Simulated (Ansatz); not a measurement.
Ansatz (an electronic-structure program) input (HF/6-31G* with LANL2DZ past Ar): The .json file joins the Basis Set Exchange's 6-31G* for atoms up to Ar and LANL2DZ past it.

Ansatz 0.2 input:
```yaml
crystal:
  periodic: [false, false, false]
  atoms:
    - {symbol: Si, position_ang: [0.04643139, -0.02880609, 0.97572696]}
    - {symbol: I, position_ang: [1.12456564, 1.76627940, -0.13064250]}
    - {symbol: I, position_ang: [-1.13683054, -1.75867024, -0.12709670]}
basis:
  gaussian:
    orbitals: 6-31Gs+LANL2DZ.json
hamiltonian:
  xc: {name: HF}
total_charge: 1
magnetization: {spin_polarized: true, initial_magnetization: 1}
phonons: {temperatures: {t_min: 298.15, t_max: 298.15, t_step: 100}}
```

Output:

```
Functional definition: HF
integrals: 0.00 GiB planned
436 factors; integrals over basis functions are off by at most 1.3e-4 eV
mean field: 0.08 GiB planned
mean field evaluation 1: about -8459.8111 eV, gradient 1.2e1 eV
mean field evaluation 2: about -8459.8953 eV, gradient 1.2e1 eV
mean field evaluation 4: about -8461.4715 eV, gradient 1.7e0 eV
mean field evaluation 8: about -8461.5663 eV, gradient 2.6e-1 eV
mean field evaluation 16: about -8461.5708 eV, gradient 2.2e-5 eV
mean field -8461.57075323 eV, -310.9569897227 hartree, gradient 2.2e-5 eV, S^2 0.770681; 0 other end points of the search recorded, 0 dependent functions left out
the calculation of the forces begins
reference -8461.57075323 eV, -310.9569897227 hartree; 14, 13 occupied and 21, 22 virtual orbitals, 436 factors
these checks for a lower state are left out or cut short: stability, starts, cluster_reference, orbital_swaps, neighbouring_geometries, increment
integrals: 0.00 GiB planned
436 factors; integrals over basis functions are off by at most 1.3e-4 eV
mean field: 0.08 GiB planned
mean field -8461.57072713 eV, -310.9569887634 hartree, gradient 5.5e-6 eV, S^2 0.770750; 0 other end points of the search recorded, 0 dependent functions left out
the calculation of the forces begins
reference -8461.57072713 eV, -310.9569887634 hartree; 14, 13 occupied and 21, 22 virtual orbitals, 436 factors
these checks for a lower state are left out or cut short: stability, starts, cluster_reference, orbital_swaps, neighbouring_geometries, increment
integrals: 0.00 GiB planned
436 factors; integrals over basis functions are off by at most 1.3e-4 eV
mean field: 0.08 GiB planned
mean field -8461.57072483 eV, -310.9569886787 hartree, gradient 5.6e-6 eV, S^2 0.770614; 0 other end points of the search recorded, 0 dependent functions left out
the calculation of the forces begins
reference -8461.57072483 eV, -310.9569886787 hartree; 14, 13 occupied and 21, 22 virtual orbitals, 436 factors
these checks for a lower state are left out or cut short: stability, starts, cluster_reference, orbital_swaps, neighbouring_geometries, increment
integrals: 0.00 GiB planned
436 factors; integrals over basis functions are off by at most 1.3e-4 eV
mean field: 0.08 GiB planned
mean field evaluation 32: about -8461.5707 eV, gradient 7.3e-2 eV
mean field -8461.57072364 eV, -310.9569886353 hartree, gradient 5.4e-6 eV, S^2 0.770785; 0 other end points of the search recorded, 0 dependent functions left out
the calculation of the forces begins
reference -8461.57072364 eV, -310.9569886353 hartree; 14, 13 occupied and 21, 22 virtual orbitals, 436 factors
these checks for a lower state are left out or cut short: stability, starts, cluster_reference, orbital_swaps, neighbouring_geometries, increment
integrals: 0.00 GiB planned
436 factors; integrals over basis functions are off by at most 1.3e-4 eV
mean field: 0.08 GiB planned
mean field -8461.57071829 eV, -310.9569884386 hartree, gradient 5.6e-6 eV, S^2 0.770579; 0 other end points of the search recorded, 0 dependent functions left out
the calculation of the forces begins
reference -8461.57071829 eV, -310.9569884386 hartree; 14, 13 occupied and 21, 22 virtual orbitals, 436 factors
these checks for a lower state are left out or cut short: stability, starts, cluster_reference, orbital_swaps, neighbouring_geometries, increment
integrals: 0.00 GiB planned
436 factors; integrals over basis functions are off by at most 1.3e-4 eV
mean field: 0.08 GiB planned
mean field -8461.57074761 eV, -310.9569895159 hartree, gradient 2.4e-6 eV, S^2 0.770640; 0 other end points of the search recorded, 0 dependent functions left out
the calculation of the forces begins
reference -8461.57074761 eV, -310.9569895159 hartree; 14, 13 occupied and 21, 22 virtual orbitals, 436 factors
these checks for a lower state are left out or cut short: stability, starts, cluster_reference, orbital_swaps, neighbouring_geometries, increment
integrals: 0.00 GiB planned
436 factors; integrals over basis functions are off by at most 1.3e-4 eV
mean field: 0.08 GiB planned
mean field -8461.57074892 eV, -310.9569895640 hartree, gradient 2.4e-6 eV, S^2 0.770723; 0 other end points of the search recorded, 0 dependent functions left out
the calculation of the forces begins
reference -8461.57074892 eV, -310.9569895640 hartree; 14, 13 occupied and 21, 22 virtual orbitals, 436 factors
Total energy: -8461.57075323 eV, -310.9569897227 hartree
Atom 0 at     0.046431    -0.028806     0.975727 Å, force     0.000035    -0.000022     0.000746 eV/Å
Atom 1 at     1.124566     1.766279    -0.130642 Å, force     0.000535     0.000872    -0.000374 eV/Å
Atom 2 at    -1.136831    -1.758670    -0.127097 Å, force    -0.000570    -0.000850    -0.000372 eV/Å
Dipole moment:     0.025792    -0.016001     0.542001 e Å
Vibrations: 96.32 309.01 454.41 cm⁻¹, zero-point energy 0.053297 eV
```

The blocks after the first are displaced geometries, from whose forces the wavenumbers follow.

The dipole moment of an ion depends on the origin.
